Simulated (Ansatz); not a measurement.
Molecule: C₂H₆AlF, charge 0, multiplicity 1. 
Structure (B3LYP-D3(BJ)/def2-TZVP (Ansatz, a quantum-chemistry and plane-wave program) minimum search):
```
Al
F 1 1.6645
C 1 1.9465 2 116.29
H 3 1.0919 1 112.59 2 178.10
H 3 1.0937 4 107.97 1 122.82
H 3 1.0940 4 107.84 5 114.61
C 1 1.9465 2 116.29 3 180.00
H 7 1.0919 1 112.59 2 178.10
H 7 1.0937 8 107.97 1 122.82
H 7 1.0940 8 107.84 9 114.61
```
Charge 0, spin multiplicity 1.

Property: vertical ionisation energy (to the doublet state of charge +1; each state is the SCF solution reached for its spin), in eV. Cores are frozen in the correlated levels unless marked. Open shells are spin-unrestricted. No spin-orbit coupling. Non-relativistic. Basis-set limits of correlation are two-point, X^-3; Hartree-Fock from the larger set. [CCSD(T)-MP2]/basis is that difference in the basis named.

```csv
level,program,vertical ionisation energy (eV)
HF/aug-cc-pV(T+d)Z,Ansatz,9.54
HF/aug-cc-pV(Q+d)Z,Ansatz,9.54
```

Question: What does RI-MP2/CBS(aug-cc-pV(T+d)Z,aug-cc-pV(Q+d)Z)+[CCSD(T)-MP2]/aug-cc-pV(T+d)Z (Ansatz) give?

Answer: 10.48 eV
